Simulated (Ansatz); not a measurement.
Energy needed to pull apart CH3AlN2, closed shell, into free ground-state atoms, from the structure below (displaced at random from a GFN2-xTB minimum); no zero-point or spin–orbit terms; open-shell atoms are treated unrestricted, in their ground-state multiplicity.

```xyz
7
angstrom
N -0.8614 -2.1062 1.6222
C -0.1046 -1.3535 1.0195
N 0.5349 -0.4807 0.0946
Al -0.0832 1.2636 -0.8236
H 1.5366 -1.2191 0.3946
H -1.6065 1.6541 -0.7643
H 0.8255 1.9017 -1.1997
```

Ansatz 0.2.0; basis: def2-TZVPP; cores frozen in the correlated methods. B3LYP uses VWN-RPA correlation.

```tsv
method	atomization energy (kcal/mol)
PBE-D4	?
r2SCAN-D4	507.2
B97M-V	513.7
PBE0-D4	506.1
B3LYP-D4	514.0
wB97M-V	?
HF	281.5
MP2	507.4
CCSD	471.9
CCSD(T)	489.0
```

(1) What does wB97M-V give? (An estimate is asked for; the value comes from the calculation.)

(2) What does PBE-D4 give? (To be estimated.)

The T1 diagnostic stays at or below 0.018. The restricted Hartree–Fock reference is unstable towards an unrestricted one here.

Answers

(1) Computed: 512.8 kcal/mol, which is about 23.7 kcal/mol more than CCSD(T)/def2-TZVPP.

(2) By the calculation: 535.8 kcal/mol, which is about 46.8 kcal/mol more than CCSD(T)/def2-TZVPP.

In triple zeta the MP2 and coupled-cluster atomization energies are still short of their basis limit by a few kcal/mol a bond, whereas those of the functionals are nearly converged, so these differences are not deviations from converged CCSD(T).

For scale, one of the runs: CCSD(T)/def2-TZVPP forces, 177 basis functions (an equivalent command: `ansatz run in.yaml --threads 4`). Hardware: 4 CPU threads, shared host. Wall time 110 s; peak host memory 3.1 GiB.
